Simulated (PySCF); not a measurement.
Static response to an electric field

Compound: C5H3F3O.
Cartesian coordinates in Å at the GFN2-xTB level; atoms count from 1:
```xyz
12
C5H3F3O angstrom
C     -2.264   -0.118   -0.487
C     -1.380   -0.672    0.591
O     -1.734   -1.373    1.499
C      0.007   -0.265    0.430
C      1.161    0.056    0.321
C      2.551    0.468    0.154
F      2.993    1.171    1.204
F      3.369   -0.581    0.005
F      2.711    1.244   -0.931
H     -3.289   -0.444   -0.330
H     -1.910   -0.457   -1.459
H     -2.214    0.970   -0.478
```

Level: CAM-B3LYP/def2-SVPD (PySCF), static field, nuclei fixed, core orbitals frozen in the response. The polarisability tensor in these axes (au):

```
x   87.13 10.17 -2.29
y   10.17 53.24 -6.11
z   -2.29 -6.11 55.02
```

**Question.** What are the eigenvalues, a third of the trace, and Δα (Δα² = ½Σ(αi − αj)² over the three pairs)?

**Answer.** Principal values 46.86, 58.16 and 90.37 au; mean 65.13 au = 9.65 Å³ = 10.74 × 10⁻⁴⁰ C²·m²/J; Δα = 39.11 au (60 % of the mean).

**Question.** What is the dipole moment, and where does it point?

**Answer.** (-1.77, 1.07, -2.09) D, 2.94 D in size, pointing from the negative to the positive side. Measured along this direction, the outermost atoms are F8 and F7 at the negative end and H10, H12 and H11 at the positive end.

**Question.** Orientational against electronic polarisability at 500 K (dilute gas, rigid molecules)?

**Answer.** In Gaussian units μ²/3kT = 41.76 Å³ against 9.65 Å³, a ratio of 4.33; the Debye molar polarisation (4π/3)N_A(α + μ²/3kT) is 129.7 cm³/mol, leaving out the vibrational part.

**Question.** Sum over states: ᾱ = Σ f/ω², ω in Eh. What share falls to these 8 lowest TDDFT singlets (eV, f)? 4.01, 0.0001; 5.24, 0.0000; 5.98, 0.0800; 6.81, 0.0003; 7.29, 0.0084; 7.96, 0.0466; 8.39, 0.0002; 8.42, 0.2529.

**Answer.** They add up to 4.98 au, 7.6 % of the 65.13 au; the largest single term is 2.64 au, from the state at 8.42 eV. Terms in order: 0.01, 0.00, 1.66, 0.00, 0.12, 0.54, 0.00, 2.64 au. Higher excitations give the rest. The strengths listed sum to 0.388.

**Question.** Find the Langevin capture rate constant for H3O+ (19.018 u) meeting this molecule (136.014 u), k = 2.342 × 10⁻⁹ cm³/s × √(α in Å³ / reduced mass in u).

**Answer.** The reduced mass is 16.69 u, so k = 1.78 × 10⁻⁹ cm³/s. The formula leaves out the permanent dipole, which adds to the capture rate.

**Question.** Directions of the eigenvectors, and the extent of the frame along each?

**Answer.** Largest value along (0.95, 0.28, -0.11), where the nuclei span 6.27 Å; middle along (0.25, -0.51, 0.82), 2.95 Å; least along (-0.17, 0.81, 0.56), 2.16 Å. The response follows the extents in order.

Isolated species at its GFN2-xTB geometry, gas phase.
